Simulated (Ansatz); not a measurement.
Total energies of AuH, SMILES `[AuH]`.

```tsv
atom	x (Å)	y (Å)	z (Å)
Au1	0.345	0.524	-0.446
H2	-0.345	-0.524	0.446
```

Charge 0, multiplicity 1. Correlated methods include outer-core shells of Au, which these sets cover unevenly. Au: def2 effective core potential. All single points use the PBE0-D4/def2-TZVP geometry. Basis def2-TZVPP, Ansatz.

RPA on PBE orbitals: Hartree–Fock energy of these orbitals -135.32886 Eh, correlation -0.83520 Eh (all electrons outside any core potential correlated).

```csv
functional,energy without D4 (Eh),D4 term (kJ/mol)
r2SCAN,-136.37864,-0.2
B97M-V,-136.30409,–
```

Give the same for LDA (SPW92), PBE, revPBE, BLYP, PBE0, B3LYP, r2SCANh, r2SCAN0, HSE06 (plane-wave form), BHLYP, CAM-B3LYP, LC-ωPBE, ωB97X-V, ωB97M-V, B2PLYP, PBE-QIDH. (Best estimate.)

Computed: 
| functional | energy without D4 (Eh) | D4 term (kJ/mol) |
| --- | --- | --- |
| LDA (SPW92) | -136.11400 | – |
| PBE | -136.36271 | -1.2 |
| revPBE | -136.41334 | -3.8 |
| BLYP | -136.30936 | -2.7 |
| PBE0 | -136.31290 | -0.9 |
| B3LYP | -136.37521 | -1.9 |
| r2SCANh | -136.35300 | -0.3 |
| r2SCAN0 | -136.31512 | -0.3 |
| HSE06 (plane-wave form) | -136.31244 | -0.9 |
| BHLYP | -136.17790 | -1.5 |
| CAM-B3LYP | -136.27038 | -1.0 |
| LC-ωPBE | -136.33102 | – |
| ωB97X-V | -136.27772 | – |
| ωB97M-V | -136.22251 | – |
| B2PLYP | -136.17898 | – |
| PBE-QIDH | -136.18839 | – |

B3LYP takes the VWN-RPA correlation (the form of Gaussian; ORCA's B3LYP/G). HSE06 is the plane-wave form, built on full-range PBE exchange.

LC-ωPBE has ω = 0.4 bohr⁻¹.
